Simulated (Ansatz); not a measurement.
Wavefunction ladder for `[NH2][Zn][AlH][F]`

```xyz
7

N     1.353   -1.710   -0.096
Zn    0.201   -0.302   -0.002
Al   -1.377    1.577    0.030
F    -0.770    3.056   -0.415
H     1.164   -2.613    0.309
H     2.343   -1.609   -0.254
H    -2.915    1.602    0.428
```

Charge 0, multiplicity 1. For Zn the d shell is correlated and the shells below it are frozen. Scalar relativity is left out up to krypton. The geometry is a stationary point of PBE0-D4/def2-TZVP. It is one conformer, not always the lowest. Frozen core, restricted reference, Ansatz.

```csv
basis,HF (Eh),MP2 corr.,CCSD corr.,(T),CCSD(T) total
def2-SVP,-2174.98016,-0.72289,-0.72520,-0.01690,-2175.72226
def2-TZVPP,-2175.51269,-1.05403,-1.02387,-0.03300,-2176.56956
def2-QZVPP,-2175.56975,-1.13709,–,–,–
```
